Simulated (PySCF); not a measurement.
**Zn²⁵⁺: ionisation energy**

Zn²⁵⁺ [He] 2s2 2p1 [2p1/2^1, M_J = 1/2] → Zn²⁶⁺ [He] 2s2, as a difference of total energies. All numbers are calculated (PySCF 2.14, the two-component X2C-1e Hamiltonian, in an even-tempered Gaussian basis (17 s from 7.8 bohr⁻², ratio 2.4; 11 p from 10 bohr⁻², ratio 2.4; 5 d from 34 bohr⁻², ratio 2.6; 4 f from 51 bohr⁻², ratio 2.6)). Correlated levels: nothing frozen; the 28 highest virtual spinors dropped. "Screened" scales the spin-orbit matrix elements by Boettger's factors to mimic the two-electron term; Breit and QED terms are absent.

| method | ionisation energy (eV) |
| --- | --- |
| GHF (spin-free) | 2476.3 |
| GMP2 (spin-free) | 2475.7 |
| GHF (screened spin-orbit) | 2495.6 |
| GMP2 (screened spin-orbit) | 2494.8 |

For comparison: 2491.5 ± 1.1 eV (semi-empirical (NIST evaluation); NIST Atomic Spectra Database, ionization energies).
